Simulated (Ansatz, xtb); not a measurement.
# Relative energy of two isomers of C5H6N2S

We compare a, `C=Cc1nccn1S`, a singlet, with b, `C=Cc1cn(S)cn1`, a singlet. Both are isolated molecules in the gas phase, relaxed with r2SCAN-D4/def2-SVP; the shapes shown needn't be the lowest conformers.

a (Å):

```xyz
14

C    -0.6293    2.0215    1.4017
C     0.3135    1.1444    1.0169
C     0.7098    0.9653   -0.3666
C     0.8834    1.1144   -2.5127
C     1.8206    0.1766   -2.1427
N     0.2132    1.5892   -1.4206
N     1.7120    0.0844   -0.7645
S     2.6250   -0.9918    0.2162
H    -0.9054    2.1265    2.4535
H    -1.1386    2.6455    0.6613
H     0.8266    0.5156    1.7521
H     0.6582    1.4695   -3.5190
H     2.5378   -0.4282   -2.6928
H     3.6329   -0.1323    0.5185
```

b (Å):

```tsv
atom	x (Å)	y (Å)	z (Å)
C	1.8809	-1.1221	-0.3098
C	1.1169	-0.9367	0.7792
C	0.0198	0.0153	0.8539
C	-0.8118	0.2614	1.9321
C	-1.3467	1.5472	0.2026
N	-1.6913	1.2427	1.5034
N	-0.3370	0.8310	-0.2082
S	-2.9193	1.9948	2.4375
H	2.6953	-1.8508	-0.3135
H	1.6980	-0.5404	-1.2181
H	1.3015	-1.5211	1.6885
H	-0.8661	-0.1487	2.9382
H	-3.9137	1.1144	2.1506
H	-1.8920	2.3063	-0.3610
```

Energies in hartree; the thermal terms are from GFN2-xTB frequencies at re-optimised GFN2-xTB minima (ideal gas, soft modes damped towards free rotors, one conformer each, 298.15 K, 1 atm) and include the zero-point energy:

|  | a | b |
| --- | --- | --- |
| E, CCSD(T)/def2-SVP | −700.066771 | −700.067108 |
| E, MP2/def2-SVP | −699.966985 | −699.966865 |
| E, MP2/def2-TZVPP | −700.701584 | −700.701436 |
| zero-point energy | 0.098766 | 0.098705 |
| H(298 K) − E | 0.107751 | 0.107774 |
| G(298 K) − E | 0.065822 | 0.065655 |

Correct the CCSD(T) difference for the basis set by the MP2 change, then work out ΔE, ΔE₀, ΔH and ΔG for a → b in kJ/mol (1 Eh = 2625.50 kJ/mol) and the equilibrium ratio [b]/[a].

1. Differences b − a: CCSD(T) −0.000337, MP2 in the small set +0.000120, MP2 in the large set +0.000148 Eh.
2. ΔE = −0.000337 + (+0.000148 − (+0.000120)) = −0.000309 Eh = −0.81 kJ/mol.
3. ΔE₀ = ΔE + ΔZPE = −0.000309 + (−0.000061) Eh = −0.97 kJ/mol.
4. ΔH = ΔE + (+0.000023) Eh = −0.75 kJ/mol.
5. ΔG = ΔE + (−0.000167) Eh = −1.25 kJ/mol, so ΔS = (ΔH − ΔG)/T = +1.7 J/(mol K).
6. kT = 0.9442 mEh, so K = [b]/[a] = exp(−ΔG/kT) = exp(+0.50) ≈ 1.7.

The two are too close for this level to say which is favoured. An error of 4 kJ/mol in ΔG would change K by a factor of 5. Mirror images and further conformers aren't counted.

As drawn, both hold the same kinds of bond in the same numbers.

Other levels gave ΔE = +6.3 (GFN2-xTB); +1.8 (HF/STO-3G, GFN2-xTB geometries); +3.2 (r2SCAN-D4/def2-SVP//GFN2-xTB); +3.2 (r2SCAN-D4/def2-SVP); −4.3 (HF/def2-SVP); +0.3 (MP2/def2-SVP); −0.9 (CCSD(T)/def2-SVP) kJ/mol. The correlated steps freeze 12 core orbitals. Programs: Ansatz 0.2.0, xtb 6.7.1.
